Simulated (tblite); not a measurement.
Species: C5H14O2Si2.
SMILES with atom numbers: `[CH3:1][CH2:2][O:3][Si@@H:4]1[CH2:5][CH2:6][Si@@H:7]([OH:8])[CH2:9]1` (hydrogens: H10, H11, H12 on C1; H13, H14 on C2; H15 on Si4; H16, H17 on C5; H18, H19 on C6; H20 on Si7; H21 on O8; H22, H23 on C9)

Structure optimised with GFN2-xTB, isolated species.

Q: Give the optimised bond lengths and angles.

A: 
| bond | length (bohr) | order |
| --- | --- | --- |
| C1–C2 | 2.874 | single |
| C2–O3 | 2.643 | single |
| O3–Si4 | 3.070 | single |
| Si4–C5 | 3.577 | single |
| C5–C6 | 2.889 | single |
| C6–Si7 | 3.595 | single |
| Si7–O8 | 3.086 | single |
| Si7–C9 | 3.581 | single |
| Si4–C9 | 3.594 | single |
| C1–H10, C1–H11, C1–H12 | 2.054 | single |
| C2–H13 | 2.072 | single |
| C2–H14 | 2.073 | single |
| Si4–H15 | 2.784 | single |
| C5–H16 | 2.061 | single |
| C5–H17 | 2.059 | single |
| C6–H18 | 2.065 | single |
| C6–H19 | 2.063 | single |
| Si7–H20 | 2.777 | single |
| O8–H21 | 1.800 | single |
| C9–H22 | 2.053 | single |
| C9–H23 | 2.055 | single |

Bonds in one row agree within 0.02 bohr and their mean is given. Orders are formal, as drawn. A selection of angles:
| angle | degrees |
| --- | --- |
| C2–C1–H10 | 110.0 |
| H10–C1–H11 | 109.3 |
| C1–C2–O3 | 109.7 |
| C1–C2–H13 | 110.3 |
| C1–C2–H14 | 110.3 |
| O3–C2–H13 | 109.6 |
| O3–C2–H14 | 109.1 |
| H13–C2–H14 | 107.8 |
| C2–O3–Si4 | 126.8 |
| O3–Si4–C5 | 104.7 |
| O3–Si4–C9 | 115.1 |
| O3–Si4–H15 | 110.8 |
| C5–Si4–C9 | 102.0 |
| C5–Si4–H15 | 113.5 |
| C9–Si4–H15 | 110.3 |
| Si4–C5–C6 | 107.5 |
| Si4–C5–H16 | 109.7 |
| Si4–C5–H17 | 113.3 |
| C6–C5–H16 | 109.3 |
| C6–C5–H17 | 110.5 |
| H16–C5–H17 | 106.5 |
| C5–C6–Si7 | 108.9 |
| C5–C6–H18 | 108.6 |
| C5–C6–H19 | 110.4 |
| Si7–C6–H18 | 108.8 |
| Si7–C6–H19 | 113.7 |
| H18–C6–H19 | 106.3 |
| C6–Si7–O8 | 113.5 |
| C6–Si7–C9 | 101.6 |
| C6–Si7–H20 | 111.3 |
| O8–Si7–C9 | 106.6 |
| O8–Si7–H20 | 109.6 |
| C9–Si7–H20 | 114.1 |
| Si7–O8–H21 | 121.1 |
| Si7–C9–H22 | 110.7 |
| Si7–C9–H23 | 110.8 |
| Si4–C9–Si7 | 104.6 |
| Si4–C9–H22 | 112.8 |
| Si4–C9–H23 | 111.4 |
| H22–C9–H23 | 106.6 |

Dihedral angles: C1–C2–O3–Si4 -174° (antiperiplanar); C2–O3–Si4–C5 179° (antiperiplanar); O3–Si4–C5–C6 -154° (antiperiplanar); Si4–C5–C6–Si7 42° (synclinal); C5–C6–Si7–O8 -146° (anticlinal); C6–Si7–C9–Si4 8° (synperiplanar); O3–Si4–C9–Si7 125° (anticlinal); H21–O8–Si7–C6 -62° (synclinal).

Si7 (oxygen-bound silicon) is distorted tetrahedral (angles from 101.6° to 114.1°). O3 (silyl ether oxygen) is bent (angle 126.8°). Si4 (oxygen-bound silicon) is distorted tetrahedral (angles from 102.0° to 115.1°). The 5-membered ring Si4–C5–C6–Si7–C9 has internal angles of 101.6° to 108.9° (sum 525°, against 540° for a flat polygon); it is puckered, 0.19 Å rms from its mean plane, widest ring torsion 42°.

Point group: C1 (no symmetry element, even within 0.4 Å). Its GFN2-xTB frequencies are all real (lowest 19 cm⁻¹). The numbers are those of one conformer (C1–C2–O3–Si4 -174°, C2–O3–Si4–C5 179°, C6–Si7–O8–H -62°, O3–Si4–C5–C6 -154°, Si4–C5–C6–Si7 42°, C5–C6–Si7–O8 -146°, C6–Si7–C9–Si4 8°). 3 starts were optimised and ended at 0.00, 0.09 and 1.58 kcal/mol (GFN2-xTB); the lowest of these is shown.

These are computed values.
